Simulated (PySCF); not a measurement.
Continuum solvent and chemical shifts

Atoms are numbered as in `[CH3:1][C@@H:2]1[CH2:3][C@:4]1([F:5])[C:6]([F:7])([F:8])[F:9]` (H(Xn): hydrogen on atom n). Ha(C3) is cis to C1 on the ring; Hb(C3) is trans to C1 on the ring.

GIAO PBE0/pcSseg-1 in PySCF on one PBE0-D3(BJ)/def2-SVP conformer, non-relativistic, equivalent nuclei averaged. Solvents enter as an IEF-PCM continuum (benzene with ε = 2.3, chloroform with ε = 4.7) around the gas-phase geometry. Shifts are referred to TMS, CFCl3 computed in the same medium.

In benzene, δ in ppm: C6 130.2, C4 78.8, C2 19.8, C3 17.7, C1 13.0, F7/F8/F9 -84.2, F5 -219.0, H(C2) 1.43, Hb(C3) 1.35, H(C1) 1.29, Ha(C3) 0.92. Dipole moment 2.87 D.

(1) How does each δ change in the more polar medium?

(2) Which nuclei move most (in ppm), and what does the model miss?

Answers

(1) 
```json
{"atoms": "C6", "environment": "CF3 carbon", "Δδ, chloroform": "+0.4"}
{"atoms": "C4", "environment": "three-membered-ring carbon", "Δδ, chloroform": "+0.6"}
{"atoms": "C2", "environment": "three-membered-ring carbon", "Δδ, chloroform": "+0.4"}
{"atoms": "C3", "environment": "three-membered-ring carbon", "Δδ, chloroform": "+0.3"}
{"atoms": "C1", "environment": "methyl carbon", "Δδ, chloroform": "+0.1"}
{"atoms": "F7/F8/F9", "environment": "fluorine of a CF3 group", "Δδ, chloroform": "+0.4"}
{"atoms": "F5", "environment": "fluorine on an sp3 carbon", "Δδ, chloroform": "-0.7"}
{"atoms": "H(C2)", "environment": "hydrogen on a three-membered-ring carbon", "Δδ, chloroform": "+0.07"}
{"atoms": "Hb(C3)", "environment": "hydrogen on a three-membered-ring carbon", "Δδ, chloroform": "+0.06"}
{"atoms": "H(C1)", "environment": "hydrogen on a methyl carbon", "Δδ, chloroform": "+0.01"}
{"atoms": "Ha(C3)", "environment": "hydrogen on a three-membered-ring carbon", "Δδ, chloroform": "+0.06"}
```

Changes are relative to benzene. The dipole moment becomes 3.02 D in chloroform.

(2) F5 (fluorine on an sp3 carbon, -0.7 ppm) in chloroform. A continuum only polarises the solute; specific hydrogen bonds, the anisotropy of aromatic solvents and changes of geometry or conformer are outside it.
